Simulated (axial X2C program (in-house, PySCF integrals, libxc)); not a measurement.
## TiP⁻ along the bond: B3LYP, without spin–orbit coupling

Computed with an in-house relativistic program for diatomic molecules. Spin-free means the one-electron spin-free X2C Hamiltonian. Basis: Ti dyall-acv3z [11s11p7d4f2g], P dyall-av3z [9s8p3d2f] (cores contracted in-house); Gaussian nuclei, density fitting, unrestricted open shells. Masses: Ti 47.948 u, P 30.974 u.

State: M_S = 1, Λ = 2 (beyond evenly filled blocks: σα, δ+α). Dipoles are positive if P is the positive end and refer to the centre of mass.

Results along the bond:

```tsv
R (Å)	μ (D)	HOMO (eV)	LUMO (eV)	⟨S²⟩
1.871	-2.242	0.69	1.55	2.032
1.956	-2.801	0.46	1.53	2.039
2.021	-3.170	0.28	1.51	2.048
2.086	-3.503	0.12	1.49	2.061
2.150	-3.797	-0.03	1.47	2.081
2.225	-4.087	-0.18	1.44	2.121
2.300	-4.294	-0.13	1.41	2.190
2.397	-4.328	-0.06	1.39	2.355
2.515	-3.917	0.01	1.39	2.688
```

The state is one determinant whose occupation by symmetry is held fixed; it was picked as the lowest of a PBE0 search that is not exhaustive. Other states lie close and PBE0, whose exact exchange favours high spin, may order them wrongly; the determinant shown need not be the ground state. The nearest other spin-free determinant of the search, M_S = 0, Λ = 0, lies 0.32 eV up at the distance of the search. The functionals have no current-density term, which raises determinants with orbital currents, atoms included. The highest occupied level of some functionals is positive through self-interaction error; at Hartree–Fock it is bound. The determinant is spin-polarised beyond a pure state at some levels (its spin-free form has ⟨S²⟩ too high), which makes Re and μ there less reliable. The stretched end of a curve changes character and is left out. The LUMO of an anion is an unbound level whose energy the basis sets.
